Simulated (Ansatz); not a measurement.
Process, species as SMILES: Br atom → [Br-] (an electron is taken up)
B3LYP-D3(BJ)/def2-TZVP geometries, fixed; electronic energies without zero-point terms; positive where energy is released.

Basis-set convergence of the adiabatic electron affinity at PBE0 with Ansatz (an electronic-structure program). All functions are spherical. The program fits the integrals of some runs and decomposes those of others, by size. Open shells are unrestricted. No added dispersion term, no relativity. Functions are those of the species that has most. Reference: the value in aug-cc-pV5Z, 3.447 eV. Deviations are taken from unrounded values.

```
basis        functions  adiabatic electron affinity (eV)  minus reference (eV)
-----------  ---------  --------------------------------  --------------------
def2-SVP            32                             2.780                -0.667
aug-cc-pVDZ         36                             3.518                 0.071
def2-SVPD           41                             3.535                 0.088
def2-TZVPP          48                             3.288                -0.159
def2-TZVPPD         57                             3.460                 0.013
aug-cc-pVTZ         59                             3.454                 0.006
def2-QZVP           75                             3.370                -0.077
def2-QZVPP          89                             3.369                -0.078
aug-cc-pVQZ         93                             3.448                 0.001
def2-QZVPPD         98                             3.447                 0.000
aug-cc-pV5Z        140                             3.447                 0.000
```

The smallest set listed that lies within 0.1 eV of the reference with all its larger relatives (same family, alike in diffuse functions; a set with none counts only in the reference's own line) is aug-cc-pVDZ (36 functions, 0.071 eV off).
